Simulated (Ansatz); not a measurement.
A nudged elastic band was laid between two geometries of C2H5LiSi (9 atoms, charge 0, multiplicity 1).

The calculation used RKS revPBE-D4/def2-SVP in Ansatz.

```json
{"movable images": "5", "climbing image": "yes", "spring": "5.0 eV/Å²", "optimiser": "quadratic models (default)", "start path": "through a guess of the saddle point", "force threshold": "0.05 eV/Å", "iteration limit": "60", "end points": "relaxed"}
```

First end point:

```xyz
9
Properties=species:S:1:pos:R:3
Li -2.106 -0.255 2.337
Si -0.492 0.030 0.528
C -0.211 1.652 -0.089
C 0.594 -1.261 -0.403
H -0.738 2.537 0.314
H 0.499 1.887 -0.905
H 1.275 -1.793 0.295
H 1.211 -0.762 -1.179
H -0.033 -2.034 -0.897
```

Last end point:

```xyz
9
Properties=species:S:1:pos:R:3
Li -1.636 -0.130 2.696
Si -0.395 0.053 0.603
C -0.388 1.606 -0.222
C 0.640 -1.250 -0.369
H -0.925 2.488 0.172
H 0.145 1.795 -1.174
H 0.014 -2.117 -0.671
H 1.471 -1.650 0.251
H 1.073 -0.796 -1.285
```

**Question.** What changes between the two ends?

**Answer.** No bond is made or broken. The dihedral Li1–Si2–C4–H8 goes from 180 to -59°. The two ends are copies of one structure, up to a mirror image or an exchange of like atoms.

**Question.** What energy profile does the band end with?

**Answer.** The forces met the threshold. The highest image is number 3 of 0 to 6, 0.6 kcal/mol above the ends, which have the same energy within 2 meV. A vibrational analysis at the climbing image gives one clearly imaginary mode, 100i cm⁻¹: a first-order saddle point.

| image | path coordinate (Å) | energy (kcal/mol) | dihedral Li1–Si2–C4–H8 (°) |
| --- | --- | --- | --- |
| 0 | 0.00 | 0.0 | 180 |
| 1 | 0.57 | 0.1 | -161 |
| 2 | 1.13 | 0.4 | -141 |
| 3 | 1.70 | 0.6 | -121 |
| 4 | 2.26 | 0.4 | -100 |
| 5 | 2.83 | 0.1 | -80 |
| 6 | 3.40 | 0.0 | -59 |

**Question.** What is the geometry of the highest image?

**Answer.** 
```xyz
9
Properties=species:S:1:pos:R:3
Li -1.734 -0.133 2.643
Si -0.412 0.035 0.605
C -0.315 1.616 -0.160
C 0.600 -1.266 -0.400
H -0.828 2.506 0.249
H 0.255 1.819 -1.088
H 0.561 -2.277 0.055
H 1.666 -0.959 -0.465
H 0.208 -1.341 -1.437
```

**Question.** What are the harmonic wavenumbers there?

**Answer.** 100i, 97, 112, 224, 440, 519, 625, 669, 683, 727, 793, 893, 1191, 1328, 1388, 1394, 2961, 3028, 3055, 3064, 3121 cm⁻¹.

The run took 2.2 min on 1 thread of Arm Neoverse V2, with other jobs on the host, peak memory 0.25 GiB.
